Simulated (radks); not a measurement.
Problem. Coherent X-ray form factor from a spherical all-electron density. Method: scalar-relativistic Kohn-Sham, r2SCAN, spin-polarised, spherical densities, finite nucleus; meta-GGA in the generalised Kohn-Sham scheme; Fermi nuclear charge, rms radius of each element as measured or else 0.836 A^(1/3) + 0.57 fm; computed with a radial shooting solver on a logarithmic mesh with Libxc functionals.

sin(theta)/lambda (1/angstrom),f0 (electrons)
0.05,50.129
0.1,47.839
0.15,44.830
0.2,41.711
0.25,38.784
0.3,36.114
0.4,31.421
0.5,27.461
0.6,24.238
0.8,19.788
1,16.978
1.25,14.220
1.5,11.719
2,7.913

The species is in the configuration that NIST lists as its ground one. Which atom or ion scatters so?

Solution. The tellurium ion Te+, [Kr] 4d10 5s2 5p3. Extrapolating in s^2 from the first two rows gives f0(0) = 50.9, near the electron count 51; among species with that count, the fall with angle is slower the higher Z, and the table is that of Z = 52; from so few rows the species is fixed only to a neighbour or two.
